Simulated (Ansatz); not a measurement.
Molecule: C2H6B, net charge -1, singlet state. It need not be the lowest isomer of its formula. Whether it binds its extra electron was not tested at this geometry. 
Structure (B3LYP-D3(BJ)/def2-TZVP (Ansatz, a quantum-chemistry and plane-wave program) minimum search):
```xyz
9

B      0.1692    -0.4497     0.2538
C      1.3280     0.0464    -0.4633
C     -1.2816     0.2651     0.2343
H      0.2327    -1.4687     0.9329
H      2.3073    -0.4356    -0.4504
H      1.3103     0.9512    -1.0788
H     -1.2901     1.1717    -0.3855
H     -1.6158     0.5592     1.2408
H     -2.0689    -0.3986    -0.1541
```
Charge -1, spin multiplicity 1.

Basis-set convergence of Hartree-Fock and MP2 correlation energies (hartree) with Ansatz. Cores are frozen in the correlated levels unless marked. No spin-orbit coupling. No relativistic terms. This anion needs diffuse functions, which these sets lack.

```
basis    functions       E(HF)  E(corr, MP2)
-------  ---------  ----------  ------------
cc-pVDZ          -  -103.87560      -0.39370
cc-pVTZ        174  -103.91153      -0.48276
cc-pVQZ        345  (withheld)    (withheld)
```

**Question.** Fill in the missing entries.

**Answer.** 
- cc-pVQZ, E(HF): -103.92053
- cc-pVQZ, E(corr, MP2): -0.51262
